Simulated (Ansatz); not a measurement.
`F[BH][SnH2][SiH3]` + `[SiH3]Cl` → `FB[SiH3]` + `[SiH3][SnH2][Cl]`  (redistribution)

Computed with Ansatz on PBE0-D4/def2-TZVP structures; ΔE is electronic, products minus reactants. CBS: MP2 limit from def2 TZ/QZ plus the TZ coupled-cluster correction, frozen cores. This one scheme is used for every species. DFT in def2-TZVPP. B3LYP here is the variant with VWN-RPA as its local correlation; programs differ in this. Elements past krypton have def2 core potentials. For Sn outer-core shells are correlated without core-valence functions, which leaves a few kJ/mol of doubt a bond. One conformer a species, not always the lowest.

`F[BH][SnH2][SiH3]`:

Z-matrix (Å, degrees):
```
Sn
B 1 2.268
Si 1 2.568 2 110.9
H 1 1.711 2 110.0 3 119.2
H 1 1.710 2 111.9 3 -121.3
F 2 1.318 1 119.6 3 94.3
H 2 1.202 1 123.8 3 -84.0
H 3 1.487 1 110.1 2 58.1
H 3 1.487 1 110.1 2 -61.5
H 3 1.487 1 110.6 2 178.3
```

`[SiH3]Cl`:

Cartesian coordinates in Å:
```
Si 0.065 -0.099 -0.049
Cl -0.971 1.490 0.737
H 1.356 -0.219 0.665
H 0.294 0.155 -1.490
H -0.744 -1.326 0.136
```

`FB[SiH3]`:

```xyz
7

F    -1.020   -1.842    0.601
B    -0.988   -0.537    0.401
Si    0.697    0.380   -0.277
H    -2.007    0.060    0.637
H     1.057    1.484    0.657
H     0.401    0.993   -1.603
H     1.858   -0.538   -0.417
```

`[SiH3][SnH2][Cl]`:

Z-matrix (Å, degrees):
```
Si
Sn 1 2.561
H 1 1.484 2 108.9
H 1 1.487 2 109.6 3 119.9
H 1 1.484 2 108.9 3 -120.1
Cl 2 2.346 1 105.1 3 60.1
H 2 1.706 1 115.2 3 -54.9
H 2 1.706 1 115.2 3 175.1
```

CCSD(T)/CBS gives +13.2 kJ/mol.

(1) Another level gave +7.5 kJ/mol. Which?
A. HF/def2-TZVPP
B. ωB97M-V/def2-TZVPP
C. MP2/def2-TZVPP
D. B3LYP/def2-TZVPP

Largest T1 diagnostic among the species: 0.014.

Results:

(1) D. B3LYP 7.5, HF/def2-TZVPP 3.3, ωB97M-V 14.4, MP2/def2-TZVPP 22.6 kJ/mol.

In def2-TZVPP, CCSD(T) changes the Hartree–Fock value by +12.9 kJ/mol (the triples alone add +0.9 kJ/mol) and MP2 by +19.3 kJ/mol. At CCSD(T), def2-SVP lies −6.2 kJ/mol from the extrapolated value and def2-TZVPP +3.0 kJ/mol.
